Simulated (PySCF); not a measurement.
Frontier orbitals and the lowest excitations

Species: C5H7O2P.
Z-matrix (Å and degrees, PBE0-D3(BJ)/def2-SVP geometry), rows numbered from 1:
```
C 
O   1  1.4105
C   2  1.3294  1  118.46
O   3  1.3388  2  116.86  1    -7.95
C   4  1.3556  3  111.35  2  -179.41
P   5  1.7020  4  114.82  3    -0.17
C   3  1.3657  2  126.82  1   172.55
C   7  1.4948  3  124.12  2    -0.30
H   1  1.1016  2  111.42  3    63.23
H   1  1.0966  2  106.22  3  -177.61
H   1  1.1019  2  111.45  3   -58.34
H   5  1.0891  4  113.58  3  -179.63
H   8  1.0998  7  111.37  3  -147.68
H   8  1.1002  7  110.75  3   -27.39
H   8  1.1029  7  111.84  3    92.32
```

Method: PySCF, TDDFT CAM-B3LYP/def2-SVPD, vertical, gas phase, core orbitals frozen in the response.

Kohn–Sham orbitals with the atoms that hold most of them (Löwdin shares over 4%, at most four atoms; ? is withheld):

| orbital | ε (eV) | atoms |
| --- | --- | --- |
| HOMO-3 | -11.03 | P6 20%, C5 18%, C7 15%, C8 14% |
| HOMO-2 | -9.40 | P6 66%, C7 13%, C5 8%, O4 6% |
| HOMO-1 | -8.63 | ? |
| HOMO | -7.34 | ? |
| LUMO | 0.35 | P6 41%, C5 28%, O4 12%, C7 9% |
| LUMO+1 | 1.16 | C1 24%, C3 14%, O2 9%, O4 8% |
| LUMO+2 | 1.54 | C8 16%, P6 16%, O4 8%, H13 8% |

Question: Give the leading atoms of the HOMO-1.

Answer: P6 (bonded to 2 C) 30%; C7 (bonded to 2 C and P) 24%; O4 (bonded to 2 C) 15%; C5 (bonded to O, P and H) 12%. By element: carbon 36% or more, phosphorus 30%, oxygen 15% or more.

Question: Which atoms hold the HOMO, and with what shares?

Answer: C5 (bonded to O, P and H) 26%; C7 (bonded to 2 C and P) 16%; C3 (bonded to C and 2 O) 15%; O2 (bonded to 2 C) 15%. By element: carbon 58% or more, oxygen 15% or more.

Question: The HOMO–LUMO gap is 7.69 eV. Where does the response calculation put the lowest singlet, and from which orbitals?

Answer: S1 is at 4.83 eV (f = 0.073), 2.86 eV below the gap, made of HOMO→LUMO (96%). Without the coupling terms of the response equations the lowest excitation would equal the gap.

Question: One configuration dominates each of S1, S3 and S5. Which, and how do the shares of the two leading atoms of either orbital change from the occupied to the empty one?

Answer: 
- S1 (4.83 eV, f 0.073), HOMO→LUMO (96%): C5 26% → 28%, C7 16% → 9%, P6 at most 15% → 41%
- S3 (5.89 eV, f 0.027), HOMO-1→LUMO (78%): P6 30% → 41%, C7 24% → 9%, C5 12% → 28%
- S5 (6.00 eV, f 0.021), HOMO-2→LUMO (77%): P6 66% → 41%, C7 13% → 9%, C5 8% → 28%

Löwdin shares depend on the basis, the more so with diffuse functions.

One conformer stands for the species.
